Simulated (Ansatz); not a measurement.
Gas-phase electronic energies from Ansatz, PBE0-D4/def2-TZVP geometries. CCSD(T)/CBS is the MP2 limit (def2-TZVPP, def2-QZVPP) plus CCSD(T) − MP2 in def2-TZVPP, frozen cores. Functionals use def2-TZVPP. HSE06 is defined as in plane-wave codes. For Br outer-core shells are correlated without core-valence functions, which leaves a few kJ/mol of doubt a bond. Scalar relativity is left out up to krypton. One conformer a species, not always the lowest.

`C[Si](O)(Cl)Br` + `[SiH3][SiH]1C=N1` → `C[Si](O)([SiH3])Cl` + `Br[SiH]1C=N1`  (redistribution)

Is it downhill or uphill in electronic energy at CCSD(T)/CBS, and by how much? (An estimate is asked.)

The calculation gave: Uphill: ΔE = +0.28 eV.

What do these levels give: BLYP-D4, PBE0-D4, HSE06-D4, CAM-B3LYP-D4, BHLYP, CAM-B3LYP? (An estimate is asked.)

Computed: BLYP-D4 0.28, PBE0-D4 0.27, HSE06-D4 0.28, CAM-B3LYP-D4 0.25, BHLYP 0.24, CAM-B3LYP 0.25 eV.

Largest T1 diagnostic among the species: 0.017.

At CCSD(T), def2-SVP lies +0.04 eV from the extrapolated value and def2-TZVPP +0.00 eV. Leaving LDA and LC-ωPBE aside and taking each functional with its dispersion term where it has one, the values, not all of them listed here, spread over 0.07 eV, from BHLYP-D4 to B97M-V. In def2-TZVPP, CCSD(T) changes the Hartree–Fock value by +0.09 eV (the triples alone add +0.02 eV) and MP2 by +0.10 eV.
